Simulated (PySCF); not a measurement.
Compound: C₈H₈S.
Atom-mapped SMILES: `[CH2:1]=[CH:2][c:3]1[cH:4][cH:5][c:6]([SH:7])[cH:8][cH:9]1` (hydrogens: H10, H11 on C1; H12 on C2; H13 on C4; H14 on C5; H15 on S7; H16 on C8; H17 on C9)

Level: CAM-B3LYP/def2-SVPD in PySCF, non-relativistic, on one gas-phase PBE0-D3(BJ)/def2-SVP geometry that isn't relaxed in the solvent. The solvent is an IEF-PCM continuum (cavity from Bondi-type radii × 1.2), and excitations are vertical TDDFT with non-equilibrium linear response and a frozen core. Specific hydrogen bonds and non-electrostatic terms are outside this model.

Gas-phase singlets (H = HOMO, L = LUMO):

```tsv
state	E (eV)	λ (nm)	f	leading configuration
S1	4.583	271	0.337	H→L 70%
S2	4.805	258	0.252	H→L+1 56%
S3	5.075	244	0.001	H→L+2 68%
S4	5.873	211	0.017	H→L+3 66%
S5	6.005	206	0.134	H-1→L 67%
```

**Question.** Give the list for cyclohexane (ε = 2.017), n² = 2.04.

**Answer.** 
```tsv
state	E (eV)	λ (nm)	f	leading configuration	change by rank (eV)
S1	4.495	276	0.593	H→L 88%	-0.088
S2	4.777	260	0.162	H→L+1 70%	-0.028
S3	5.153	241	0.002	H→L+2 66%	+0.078
S4	5.901	210	0.024	H→L+3 64%	+0.028
S5	5.915	210	0.210	H-1→L 70%	-0.090
```

**Question.** What are the lowest 5 singlets in dimethylsulfoxide (ε = 46.83)?

**Answer.** 
```csv
state,E (eV),λ (nm),f,leading configuration,change by rank (eV)
S1,4.502,275,0.626,H→L 89%,-0.081
S2,4.801,258,0.147,H→L+1 70%,-0.004
S3,5.302,234,0.001,H→L+2 62%,+0.227
S4,5.913,210,0.228,H-1→L 70%,+0.040
S5,5.979,207,0.030,H→L+3 59%,-0.026
```

**Question.** The ground-state energy changes by -0.230 eV from gas to dimethylsulfoxide. By how much does the total energy of gas-phase S3 change?

**Answer.** E(S3) = E(S0) + excitation energy, so it changes by -0.230 + 0.227 = -0.003 eV: it is lowered less than the ground state, which is what a blue shift means. This is the vertical state, with the slow part of the continuum still set for S0.

**Question.** How do the frontier levels move from gas to dimethylsulfoxide?

**Answer.** 
```csv
orbital,gas (eV),solvent (eV),change (eV),"Löwdin shares, gas","Löwdin shares, solvent"
LUMO+2,0.90,1.14,+0.24,"S7 47 %, H15 18 %, H16 10 %, C8 7 %","S7 48 %, H15 12 %, C8 7 %, H16 7 %"
LUMO+1,0.55,0.62,+0.07,"C8 20 %, C4 20 %, C9 15 %, C5 14 %","C4 20 %, C8 20 %, C9 15 %, C5 14 %"
LUMO,-0.22,-0.18,+0.04,"C1 17 %, C6 14 %, C2 13 %, C3 13 %","C1 17 %, C6 14 %, C2 13 %, C3 13 %"
HOMO,-7.26,-7.26,0.00,"S7 27 %, C6 13 %, C3 12 %, C1 12 %","S7 26 %, C6 13 %, C3 13 %, C1 12 %"
HOMO-1,-8.84,-8.78,+0.06,"C8 21 %, C5 20 %, C4 20 %, C9 20 %","C8 21 %, C5 20 %, C4 20 %, C9 20 %"
HOMO-2,-9.09,-9.09,0.00,"S7 32 %, C1 19 %, C2 18 %, C6 6 %","S7 32 %, C1 19 %, C2 18 %, C6 6 %"
HOMO-3,-10.80,-10.80,0.00,"S7 17 %, C2 17 %, C6 16 %, C3 16 %","S7 18 %, C2 16 %, C6 16 %, C3 16 %"
```

The HOMO–LUMO gap goes from 7.05 to 7.08 eV.

Cost: about 2.1 min of CPU time on one thread; the machine was shared, so the figure is rough. This is the whole response run at CAM-B3LYP/def2-SVPD in dimethylsulfoxide, SCF included.

Conformer computed: `[CH2:1]=[CH:2][c:3]1[cH:4][cH:5][c:6]([SH:7])[cH:8][cH:9]1`: C1–C2–C3–C4 178°, H–S7–C6–C5 180°.
